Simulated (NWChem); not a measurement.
# SiHCl₂, doublet; SMILES Cl[SiH]Cl

Results from NWChem. Pople sets run with spherical d functions. Spin-unrestricted. In the optimisation the excess spin sits in a' (Cs, its own frame). The geometry was optimised at PBE0/def2-SVP, spin-unrestricted. No stability test was run on the SCF state. Solvent water, SMD (1 M gas to 1 M solution), gas-phase geometry. Reactions with the solvent are ignored.

```json
[
 {"level": "M06-2X/STO-3G", "basis functions": "28", "solvation free energy (kcal/mol)": "-2.4", "cavity-dispersion-structure term (kcal/mol)": "1.3", "dipole in solution (D)": "3.20", "relative time": "1"},
 {"level": "M06-2X/3-21G", "basis functions": "41", "solvation free energy (kcal/mol)": "-2.1", "cavity-dispersion-structure term (kcal/mol)": "1.3", "dipole in solution (D)": "3.08", "relative time": "1"},
 {"level": "M06-2X/6-31G*", "basis functions": "56", "solvation free energy (kcal/mol)": "-0.6", "cavity-dispersion-structure term (kcal/mol)": "1.3", "dipole in solution (D)": "2.24", "relative time": "3"},
 {"level": "M06-2X/6-31+G*", "basis functions": "68", "solvation free energy (kcal/mol)": "-0.7", "cavity-dispersion-structure term (kcal/mol)": "1.3", "dipole in solution (D)": "2.30", "relative time": "4"},
 {"level": "M06-2X/6-311G**", "basis functions": "84", "solvation free energy (kcal/mol)": "-0.9", "cavity-dispersion-structure term (kcal/mol)": "1.3", "dipole in solution (D)": "2.45", "relative time": "3"},
 {"level": "M06-2X/6-311++G**", "basis functions": "97", "solvation free energy (kcal/mol)": "-0.7", "cavity-dispersion-structure term (kcal/mol)": "1.3", "dipole in solution (D)": "2.35", "relative time": "5"}
]
```

The last column is a rough cost ratio, cheapest run = 1.
